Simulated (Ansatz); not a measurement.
CH$_{5}$AlSSi, relaxed with RKS PBE-D4/def2-SVP in the Gaussian-basis code of Ansatz from a rough embedded geometry. The force threshold is 0.03 eV/Å; the program also tests the step.

Total charge 0; spin multiplicity 1. The bonds changed during the relaxation, so this is another structure than the one it started from.

Start:

```xyz
9

Al   -0.804    0.430   -1.540
C     0.432   -0.466   -0.412
Si    0.413   -0.103    1.380
S     1.275   -1.565   -0.930
H    -0.946    0.045   -3.134
H    -1.785    1.613   -0.997
H     1.804   -0.377    1.954
H    -0.515   -0.935    2.051
H     0.125    1.360    1.628
```

```csv
step,energy (eV),largest force (eV/Å),largest move (Å)
1,-26402.9292,7.832,0.000
2,-26403.7803,3.192,0.101
3,-26403.9944,0.584,0.107
4,-26404.0070,0.194,0.062
5,-26404.0128,0.403,0.200
6,-26404.0461,0.184,0.200
7,-26404.0768,0.502,0.195
8,-26404.1201,0.719,0.195
9,-26404.1989,0.700,0.193
10,-26404.3202,0.711,0.200
11,-26404.4250,0.567,0.195
12,-26404.4434,0.772,0.196
13,-26404.5007,0.241,0.200
14 (rejected),-26404.4979,0.418,0.039
15,-26404.5088,0.059,0.019
16,-26404.5118,0.076,0.087
17,-26404.5131,0.027,0.042
```

End:

```xyz
9

Al   -0.844    0.386   -1.816
C     0.252   -0.072   -0.218
Si    0.441   -0.262    1.644
S     1.443   -0.323   -1.360
H    -1.724   -0.789   -2.443
H    -0.931    1.930   -2.210
H     1.784   -0.813    2.036
H    -0.663   -1.162    2.126
H     0.242    1.105    2.239
```

Hardware: 2 threads of an Arm Neoverse V1 on a shared host. Wall time 34 s, peak host memory 0.15 GiB.
